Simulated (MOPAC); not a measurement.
MOPAC input (PM6):

```
PM6 FORCE THERMO(298,298) PRECISE LET GEO-OK AUX(PRECISION=9) THREADS=1
C3H4N2

C    -0.74714909 1    0.94791821 1   -0.00170743 1
C    -1.11029546 1   -0.43541156 1    0.05280814 1
N     0.00931117 1   -1.21312082 1    0.03607586 1
N     1.06419229 1   -0.35878535 1   -0.02732200 1
C     0.64670738 1    0.97567044 1   -0.05242996 1
H    -1.41910569 1    1.78017169 1   -0.00263471 1
H    -2.10239397 1   -0.85183724 1    0.10081595 1
H     2.00774961 1   -0.71142505 1   -0.05051059 1
H     1.32236700 1    1.80817343 1   -0.10159928 1
```

From the output:

```
     H    9   0.009342   0.031662   4.379940

          HEAT OF FORMATION =      42.826795 KCALS/MOLE

          ZERO POINT ENERGY      41.093 KCAL/MOL

           NORMAL COORDINATE ANALYSIS (Total motion = 1 Angstrom)

   Root No.       1         2         3         4         5         6         7         8

                 1 A"      2 A"      3 A"      1 A'      4 A"      2 A'      5 A"      6 A"

                 459.6     526.1     592.2     817.6     830.6     852.8     878.5     914.7

           1   -0.0000   -0.0000    0.0000    0.0945    0.0000   -0.0494   -0.0000   -0.0000
           2    0.0000    0.0000   -0.0000    0.1191   -0.0000    0.0389    0.0000    0.0000
           3    0.0159    0.0693   -0.0097    0.0000   -0.0363    0.0000    0.0409    0.0809
           4   -0.0000    0.0000   -0.0000    0.0998    0.0000    0.0088   -0.0000    0.0000
           5    0.0000   -0.0000    0.0000   -0.0810   -0.0000    0.0889    0.0000   -0.0000
           6    0.0107   -0.0512    0.0650    0.0000   -0.0215    0.0000    0.0356   -0.0918
           7    0.0000   -0.0000    0.0000   -0.0358   -0.0000    0.1152    0.0000   -0.0000
           8   -0.0000    0.0000   -0.0000   -0.0531    0.0000    0.0176   -0.0000    0.0000
           9   -0.0751    0.0221   -0.0907   -0.0000    0.0092    0.0000   -0.0053    0.0168
          10   -0.0000   -0.0000   -0.0000   -0.0546   -0.0000    0.0091   -0.0000   -0.0000
          11    0.0000    0.0000    0.0000   -0.0420    0.0000   -0.1054    0.0000    0.0000
          12    0.1403    0.0079    0.0243    0.0000    0.0056   -0.0000    0.0069    0.0027
          13    0.0000    0.0000    0.0000   -0.0971    0.0000   -0.0941    0.0000    0.0000
          14   -0.0000   -0.0000   -0.0000    0.0736   -0.0000   -0.0206   -0.0000   -0.0000
          15   -0.0709   -0.0550   -0.0164   -0.0000   -0.0344   -0.0000   -0.0776   -0.0268
          16   -0.0000   -0.0000    0.0000    0.0897   -0.0000    0.1033    0.0000    0.0000
          17    0.0000    0.0000   -0.0000    0.1181    0.0000   -0.0725   -0.0000   -0.0000
          18    0.0908    0.2028   -0.0830   -0.0000    0.3445    0.0000   -0.1752   -0.3014
          19   -0.0000    0.0000   -0.0000    0.0700   -0.0000   -0.1416    0.0000   -0.0000
          20    0.0000   -0.0000    0.0000   -0.0985    0.0000   -0.0267   -0.0000    0.0000
          21    0.0633   -0.1827    0.1736   -0.0000    0.2073   -0.0000   -0.2462    0.4085
          22    0.0000   -0.0000   -0.0000    0.0562   -0.0000   -0.0630   -0.0000   -0.0000
          23   -0.0000    0.0000    0.0000   -0.0520    0.0000   -0.0989    0.0000    0.0000
          24   -0.3921    0.2064    0.4532    0.0000    0.0683   -0.0000    0.0294    0.0103
          25    0.0000    0.0000    0.0000   -0.1168   -0.0000   -0.0208   -0.0000   -0.0000
          26   -0.0000   -0.0000   -0.0000    0.0227    0.0000    0.1401    0.0000    0.0000
          27   -0.1408   -0.2026   -0.0841   -0.0000    0.2729   -0.0000    0.3829    0.0607

   Root No.       9        10        11        12        13        14        15        16

                 3 A'      4 A'      5 A'      6 A'      7 A'      8 A'      9 A'     10 A'

                1089.9    1098.6    1174.1    1242.0    1303.6    1392.6    1417.4    1426.9

           1   -0.0222   -0.0066    0.0248   -0.0643    0.0592   -0.0790    0.0662   -0.0842
           2   -0.0193   -0.0070   -0.0142   -0.0064   -0.0282    0.0931    0.0808   -0.0093
           3    0.0000    0.0000    0.0000    0.0000    0.0000   -0.0000    0.0000   -0.0000
           4    0.0170   -0.0057    0.0130    0.1068   -0.0277    0.0814   -0.0589    0.0574
           5   -0.0054    0.0070   -0.0215    0.0172    0.0345    0.0901    0.0010   -0.1140
           6    0.0000    0.0000    0.0000    0.0000   -0.0000    0.0000    0.0000    0.0000
           7   -0.0213   -0.0377   -0.0111    0.0021   -0.0508   -0.1178   -0.0488   -0.0305
           8    0.0092   -0.0259    0.0268   -0.0331    0.0474   -0.0275   -0.0068    0.1343
           9   -0.0000   -0.0000   -0.0000   -0.0000   -0.0000   -0.0000   -0.0000   -0.0000
          10    0.0085    0.0227   -0.0310    0.0091    0.0283    0.0043    0.1092    0.0921
          11   -0.0345    0.0329   -0.0052    0.0799   -0.0456   -0.0876    0.0174   -0.0254
          12   -0.0000   -0.0000   -0.0000   -0.0000    0.0000    0.0000    0.0000    0.0000
          13   -0.0094   -0.0227    0.0305   -0.0520   -0.0224    0.1278   -0.0545   -0.0323
          14    0.0085    0.0007   -0.0034   -0.0755   -0.0072   -0.0283   -0.1172    0.0281
          15    0.0000    0.0000    0.0000    0.0000   -0.0000    0.0000   -0.0000   -0.0000
          16   -0.1119    0.4215   -0.0264   -0.1890   -0.0984    0.0760   -0.0162    0.0447
          17    0.0488   -0.3210    0.0240    0.0848    0.0845    0.0003    0.1256   -0.1123
          18    0.0000    0.0000    0.0000   -0.0000   -0.0000   -0.0000   -0.0000   -0.0000
          19    0.3375    0.0016   -0.2225   -0.0622   -0.1409   -0.0745    0.0014   -0.0147
          20    0.2361    0.0101   -0.1938   -0.1105   -0.0441   -0.0109    0.0541   -0.1420
          21    0.0000    0.0000   -0.0000   -0.0000   -0.0000   -0.0000    0.0000   -0.0000
          22    0.0091    0.1393   -0.1539    0.1919    0.4419   -0.0483   -0.3010   -0.0866
          23   -0.0316    0.0237    0.0076    0.0608   -0.0721   -0.0920    0.0465    0.0040
          24   -0.0000    0.0000   -0.0000    0.0000    0.0000    0.0000   -0.0000    0.0000
          25    0.1174    0.0617    0.1747    0.0171    0.0008    0.0745    0.0395   -0.0958
          26    0.2918    0.1815    0.3267    0.0851    0.0184   -0.1433    0.0482   -0.1299
          27    0.0000    0.0000    0.0000    0.0000   -0.0000    0.0000   -0.0000   -0.0000

   Root No.      17        18        19        20        21

                11 A'     12 A'     13 A'     14 A'     15 A'

                1563.6    2775.2    2779.6    2797.3    2811.9

           1   -0.0275    0.0028    0.0057   -0.0246    0.0108
           2    0.1018   -0.0001    0.0081   -0.0339    0.0165
           3    0.0000   -0.0000    0.0000    0.0000    0.0000
           4   -0.0447    0.0245    0.0148    0.0022   -0.0042
           5   -0.0784   -0.0327   -0.0173   -0.0054    0.0083
           6   -0.0000    0.0000   -0.0000    0.0000    0.0000
           7    0.0462    0.0006    0.0020    0.0011   -0.0009
           8    0.0534   -0.0021   -0.0027   -0.0006   -0.0020
           9   -0.0000    0.0000   -0.0000   -0.0000    0.0000
          10   -0.0637    0.0009   -0.0037   -0.0014   -0.0028
          11    0.0048    0.0015   -0.0064   -0.0187   -0.0338
          12   -0.0000   -0.0000    0.0000   -0.0000   -0.0000
          13    0.0463    0.0267   -0.0286   -0.0059    0.0113
          14   -0.0950   -0.0123    0.0148    0.0006   -0.0052
          15    0.0000   -0.0000    0.0000    0.0000   -0.0000
          16    0.0903   -0.0103   -0.0822    0.3063   -0.1332
          17    0.0064   -0.0150   -0.1122    0.4191   -0.1811
          18    0.0000   -0.0000    0.0000    0.0000   -0.0000
          19    0.0932   -0.3108   -0.1681   -0.0389    0.0571
          20    0.0367    0.4181    0.2272    0.0528   -0.0758
          21    0.0000   -0.0000   -0.0000   -0.0000    0.0000
          22    0.2755   -0.0008    0.0067    0.0217    0.0360
          23   -0.0220   -0.0085    0.1058    0.2824    0.4687
          24    0.0000   -0.0000    0.0000   -0.0000   -0.0000
          25    0.0939   -0.3427    0.3622    0.0530   -0.1219
          26    0.0242    0.1529   -0.1612   -0.0247    0.0525
          27    0.0000   -0.0000    0.0000    0.0000   -0.0000

           MASS-WEIGHTED COORDINATE ANALYSIS (NORMAL COORDINATES)

   Root No.       1         2         3         4         5         6         7         8

                 1 A"      2 A"      3 A"      1 A'      4 A"      2 A'      5 A"      6 A"

                 459.6     526.1     592.2     817.6     830.6     852.8     878.5     914.7

           1   -0.0000   -0.0000    0.0000    0.3583    0.0000   -0.2086   -0.0000   -0.0000
           2    0.0000    0.0000   -0.0000    0.4516   -0.0000    0.1645    0.0000    0.0000
           3    0.0709    0.4438   -0.0513    0.0000   -0.2377    0.0000    0.2397    0.4153
           4   -0.0000    0.0000   -0.0000    0.3784    0.0000    0.0371   -0.0000    0.0000
           5    0.0000   -0.0000    0.0000   -0.3070   -0.0000    0.3757    0.0000   -0.0000
           6    0.0476   -0.3281    0.3433    0.0000   -0.1408    0.0000    0.2089   -0.4712
           7    0.0000   -0.0000    0.0000   -0.1467   -0.0000    0.5256    0.0000   -0.0000
           8   -0.0000    0.0000   -0.0000   -0.2176    0.0000    0.0803   -0.0000    0.0000
           9   -0.3610    0.1527   -0.5176   -0.0000    0.0650    0.0000   -0.0339    0.0931
          10   -0.0000   -0.0000   -0.0000   -0.2236   -0.0000    0.0416   -0.0000   -0.0000
          11    0.0000    0.0000    0.0000   -0.1719    0.0000   -0.4808    0.0000    0.0000
          12    0.6741    0.0550    0.1388    0.0000    0.0398   -0.0000    0.0439    0.0151
          13    0.0000    0.0000    0.0000   -0.3683    0.0000   -0.3977    0.0000    0.0000
          14   -0.0000   -0.0000   -0.0000    0.2791   -0.0000   -0.0871   -0.0000   -0.0000
          15   -0.3153   -0.3527   -0.0867   -0.0000   -0.2255   -0.0000   -0.4549   -0.1376
          16   -0.0000   -0.0000    0.0000    0.0985   -0.0000    0.1264    0.0000    0.0000
          17    0.0000    0.0000   -0.0000    0.1297    0.0000   -0.0888   -0.0000   -0.0000
          18    0.1171    0.3763   -0.1271   -0.0000    0.6537    0.0000   -0.2975   -0.4479
          19   -0.0000    0.0000   -0.0000    0.0769   -0.0000   -0.1733    0.0000   -0.0000
          20    0.0000   -0.0000    0.0000   -0.1082    0.0000   -0.0327   -0.0000    0.0000
          21    0.0816   -0.3392    0.2657   -0.0000    0.3933   -0.0000   -0.4182    0.6071
          22    0.0000   -0.0000   -0.0000    0.0617   -0.0000   -0.0771   -0.0000   -0.0000
          23   -0.0000    0.0000    0.0000   -0.0571    0.0000   -0.1210    0.0000    0.0000
          24   -0.5053    0.3830    0.6939    0.0000    0.1297   -0.0000    0.0499    0.0153
          25    0.0000    0.0000    0.0000   -0.1283   -0.0000   -0.0255   -0.0000   -0.0000
          26   -0.0000   -0.0000   -0.0000    0.0250    0.0000    0.1715    0.0000    0.0000
          27   -0.1814   -0.3759   -0.1288   -0.0000    0.5179   -0.0000    0.6504    0.0902

   Root No.       9        10        11        12        13        14        15        16

                 3 A'      4 A'      5 A'      6 A'      7 A'      8 A'      9 A'     10 A'
```
